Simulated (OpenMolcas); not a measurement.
# Ar V: effect of the active space

```json
{
  "Program": "OpenMolcas",
  "Method": "CASSCF or its RAS form",
  "Basis": "ANO-RCC-VQZP",
  "Scalar Hamiltonian": "DKH2, point nucleus",
  "Spin-orbit coupling": "RASSI with atomic mean-field integrals over the reference wave functions, term energies averaged over their components"
}
```

A. 2 electrons in 3 orbitals (3p); 2S+1 = 3 even, 3 roots; 2S+1 = 1 even, 6 roots; cost roughly 1.7 core-seconds
B. 4 electrons in 4 orbitals (3s 3p); 2S+1 = 3 even, 6 roots; 2S+1 = 1 even, 11 roots; 2S+1 = 5 odd, 1 root; 2S+1 = 3 odd, 9 roots; 2S+1 = 1 odd, 8 roots; cost about 10 core-seconds
C. 4 electrons in 8 orbitals (3s 3p 4s 4p); 2S+1 = 3 even, 6 roots; 2S+1 = 1 even, 11 roots; 2S+1 = 5 odd, 1 root; 2S+1 = 3 odd, 9 roots; 2S+1 = 1 odd, 8 roots; cost roughly 13 core-seconds
D. 2 electrons in 9 orbitals (RAS2 3p; RAS3 3d 4s, at most 1 electron); 2S+1 = 3 even, 3 roots; 2S+1 = 1 even, 6 roots; 2S+1 = 3 odd, 18 roots; 2S+1 = 1 odd, 18 roots; cost of the order of 13 core-seconds
E. 4 electrons in 9 orbitals (RAS2 3s 3p; RAS3 3d, at most 2 electrons); 2S+1 = 3 even, 6 roots; 2S+1 = 1 even, 12 roots; 2S+1 = 5 odd, 1 root; 2S+1 = 3 odd, 9 roots; 2S+1 = 1 odd, 8 roots; cost about 18 core-seconds

Energies in cm⁻¹ above 3s² 3p² ³P₀, the measured ground level; measured values from Saloman, J. Phys. Chem. Ref. Data 39, 033101 (2010).

```tsv
Level	A	B	C	D	E	Measured
3s² 3p² ³P₀	0.0	0.0	0.0	0.0	0.0	0.0
3s² 3p² ³P₁	689	693	694	689	666	763
3s² 3p² ³P₂	1890	1864	1867	1890	1815	2029
3s² 3p² ¹D₂	19526	19510	19310	19526	18666	16299
3s² 3p² ¹S₀	46614	35783	35119	46614	41380	37912
```

Deviations, from unrounded energies. A percentage is the sum of absolute deviations over the sum of measured energies, with the sign that they share, or ± where signs differ.

```csv
Against measurement,Levels,A,B,C,D,E
mean absolute deviation (cm-1),4,3000,1400,1500,3000,1500
fine structure of the ground term (%),2,-7.7,-8.4,-8.3,-7.7,-11.1
other terms of the ground configuration (%),2,+22.0,±9.9,±10.7,+22.0,+10.8
```

B lies closest to measurement on these levels and A furthest from it. The largest miss of B in the table is 3s² 3p² ¹D₂, by +3200 cm-1. The ranking rests on the paired levels alone, and a cruder setting can come out closer through cancelling errors.

Among A to E the level of the table that moves most is 3s² 3p² ¹S₀, by 11000 cm-1 (lowest in C, highest in A).

With the s shell closed, the reference lacks s² → p² mixing (holds for A; D). Active for correlation alone: 4p 4s; no level in the range computed is led by a configuration that fills them, so any true level of that kind is missing (holds for C). Active for correlation alone: 3d; no level in the range computed is led by a configuration that fills it, so any true level of that kind is missing (holds for E). Measured partners are found by configuration, term and J. A level has none where our copy of the source lacks it or the pairing is in doubt (some pairs that miss far off the trend of their configuration count as doubtful), and it then counts in no deviation. Levels of configurations outside the active space are missing. The table leaves out levels that lie high or whose names do not pair safely across all columns.
